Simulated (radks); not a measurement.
Te17+, 35 electrons, occupied as [Ar] 3d10 4s1 4p5 4f1 (not the ground configuration). Calculated with a radial shooting solver on a logarithmic mesh with Libxc functionals: scalar-relativistic Kohn-Sham, HCTH/407, spin-unpolarised, spherical densities, finite nucleus; Fermi nuclear charge, rms radius 4.7423 fm.

Local quantities along the radius. ELF = 1/(1 + alpha^2) is the electron localisation function; alpha = (tau - tau_W)/tau_unif compares the Pauli kinetic energy density with that of the uniform gas; -r V(r) is the screened charge that the Kohn-Sham potential presents (atomic units); r v_xc is r times the local exchange-correlation potential (hartree bohr). tau is taken from the large components.

r (bohr)	ELF	alpha	-r V(r)	r v_xc
0.001429	0.999	0.02378	51.64	-0.06804
0.001637	0.999	0.02408	51.59	-0.07798
0.00186	0.999	0.02451	51.53	-0.08856
0.002131	0.999	0.02515	51.47	-0.1012
0.002422	0.999	0.02596	51.39	-0.1143
0.002775	0.999	0.02709	51.30	-0.1299
0.003154	0.999	0.02844	51.21	-0.1461
0.003613	0.999	0.03026	51.09	-0.1650
0.004107	0.999	0.03243	50.97	-0.1845
0.004705	0.999	0.03534	50.82	-0.2070
0.005348	0.998	0.03884	50.66	-0.2300
0.006127	0.998	0.04360	50.47	-0.2562
0.006963	0.998	0.04942	50.27	-0.2825
0.007978	0.997	0.05757	50.02	-0.3119
0.009067	0.995	0.06782	49.76	-0.3408
0.01039	0.993	0.08267	49.44	-0.3723
0.01181	0.990	0.1021	49.11	-0.4021
0.01353	0.983	0.1315	48.72	-0.4331
0.01537	0.971	0.1717	48.31	-0.4609
0.01747	0.950	0.2305	47.85	-0.4860
0.02002	0.905	0.3242	47.31	-0.5082
0.02275	0.828	0.4561	46.75	-0.5235
0.02607	0.697	0.6590	46.08	-0.5327
0.02963	0.545	0.9129	45.39	-0.5364
0.03394	0.406	1.210	44.59	-0.5430
0.03858	0.333	1.416	43.79	-0.5653
0.0442	0.327	1.435	42.87	-0.6119
0.05023	0.387	1.259	41.95	-0.6674
0.05755	0.505	0.9892	40.88	-0.7297
0.06541	0.627	0.7705	39.80	-0.7888
0.07494	0.720	0.6231	38.57	-0.8510
0.08517	0.756	0.5674	37.36	-0.9017
0.09758	0.735	0.6000	36.00	-0.9376
0.1109	0.647	0.7393	34.66	-0.9487
0.1271	0.484	1.032	33.18	-0.9372
0.1444	0.348	1.370	31.75	-0.9283
0.1654	0.310	1.491	30.23	-0.9624
0.188	0.394	1.241	28.81	-1.041
0.2154	0.565	0.8776	27.31	-1.127
0.2448	0.702	0.6521	25.95	-1.208
0.2783	0.767	0.5519	24.66	-1.266
0.3188	0.761	0.5612	23.40	-1.270
0.3624	0.667	0.7074	22.34	-1.217
0.4151	0.441	1.127	21.31	-1.095
0.4718	0.241	1.774	20.44	-0.9565
0.5406	0.206	1.961	19.74	-0.9354
0.6144	0.343	1.385	19.25	-1.003
0.7039	0.560	0.8872	18.83	-1.063
0.8	0.641	0.7491	18.50	-1.063
0.9166	0.569	0.8705	18.17	-0.9625
1.042	0.370	1.305	17.73	-0.6480
1.193	0.135	2.536	17.51	-0.4774
1.356	0.029	5.743	17.57	-0.5584
1.554	0.004	16.30	17.52	-0.5162
1.766	0.000	49.45	17.31	-0.3141
2.024	0.000	177.5	17.12	-0.1250
2.3	0.000	648.4	17.04	-0.03533

On this mesh the ELF has minima near r = 0.044, 0.17, 0.54 bohr, which separate the shells, and maxima near 0.085 (0.76), 0.28 (0.77), 0.80 (0.64).
